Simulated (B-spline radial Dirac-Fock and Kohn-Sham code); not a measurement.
**What relativity does to the binding energies of Pt⁵⁸⁺**

System: Pt⁵⁸⁺ in the configuration [Ar] 3d2.

Both columns are ΔSCF binding energies of the configuration average from a radial finite-basis atomic code: non-relativistic Hartree-Fock with a point nucleus, and Dirac-Fock with a finite nucleus and the Coulomb interaction alone, averaged over the two j levels with weights 2j+1.

```tsv
shell	Hartree-Fock (eV)	Dirac-Fock (eV)	shift (eV)	shift (%)
1s	75834.5	83078.2	+7243.62	+9.55
2s	16065.4	18079.5	+2014.12	+12.54
2p	15608.3	16328.4	+720.13	+4.61
3s	6343.0	6938.8	+595.82	+9.39
3p	6143.8	6401.4	+257.62	+4.19
3d	5869.4	5899.2	+29.81	+0.51
```

Relativity binds 1s, 2s, 2p, 3s, 3p, 3d more strongly, among those listed most of all 2s in relative terms.

Values without a named source are computed, but for edge energies of neutral atoms, which are taken from tables.
